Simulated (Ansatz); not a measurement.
`C[N]=[Mo](=[O])([OH])[OH]`. The species carries charge 0 and has multiplicity 1. Correlated methods include outer-core shells of Mo, which these sets cover unevenly. Mo: def2 effective core potential.

| atom | x (Å) | y (Å) | z (Å) |
| --- | --- | --- | --- |
| C1 | 1.903 | 0.128 | 0.039 |
| N2 | 0.521 | -0.156 | -0.127 |
| Mo3 | -1.132 | 0.219 | 0.187 |
| O4 | -1.173 | 1.585 | 1.165 |
| O5 | -1.922 | -1.248 | 1.074 |
| O6 | -1.993 | 0.560 | -1.456 |
| H7 | 2.408 | -0.724 | 0.506 |
| H8 | 2.059 | 1.016 | 0.662 |
| H9 | 2.371 | 0.296 | -0.937 |
| H10 | -1.472 | -2.086 | 1.191 |
| H11 | -1.570 | 0.411 | -2.304 |

(1) Give the diagnostics of a CCSD(T)/def2-TZVPP run (frozen core, Ansatz). (Estimate.)

## Answers

(1) Computed: T1 = 0.0223, largest single amplitude 0.050, largest double 0.058, (T) share of the correlation energy 5.5 %, 15 CCSD cycles. The RHF solution is unstable towards an unrestricted one. T1 lies over the customary mark of 0.02 for closed shells; compounds of d metals often pass it without a breakdown.
